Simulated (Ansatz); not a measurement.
Wavefunction ladder for `[SiH3][OH+][In-]([Cl])([Cl])[Cl]`

Z-matrix (Å, degrees):
```
Si
O 1 1.695
H 1 1.479 2 109.5
H 1 1.474 2 104.2 3 -120.6
H 1 1.481 2 107.2 3 120.0
In 2 2.275 1 128.5 3 84.7
H 2 0.964 1 118.4 3 -66.6
Cl 6 2.325 2 90.3 1 -151.5
Cl 6 2.319 2 95.7 1 -32.2
Cl 6 2.309 2 102.4 1 88.2
```

Charge 0, multiplicity 1. Correlated methods include outer-core shells of In, which these sets cover unevenly. In: def2 effective core potential. All single points use the PBE0-D4/def2-TZVP geometry. It is one conformer, not always the lowest. Frozen core, restricted reference, the Gaussian-basis code of Ansatz.

```json
{"basis": "def2-SVP", "HF (Eh)": "?", "MP2 corr.": "?", "CCSD corr.": "?", "(T)": "-0.01772", "CCSD(T) total": "?"}
{"basis": "def2-TZVPP", "HF (Eh)": "-1934.15666", "MP2 corr.": "?", "CCSD corr.": "–", "(T)": "–", "CCSD(T) total": "–"}
{"basis": "def2-QZVPP", "HF (Eh)": "-1934.20951", "MP2 corr.": "-1.49208", "CCSD corr.": "–", "(T)": "–", "CCSD(T) total": "–"}
```

Problem. Fill in the withheld values. (Best estimate.)

Solution. Computed: def2-SVP HF (Eh): -1933.47598; def2-SVP MP2 corr.: -0.76773; def2-SVP CCSD corr.: -0.83181; def2-SVP CCSD(T) total: -1934.32551; def2-TZVPP MP2 corr.: -1.21229.
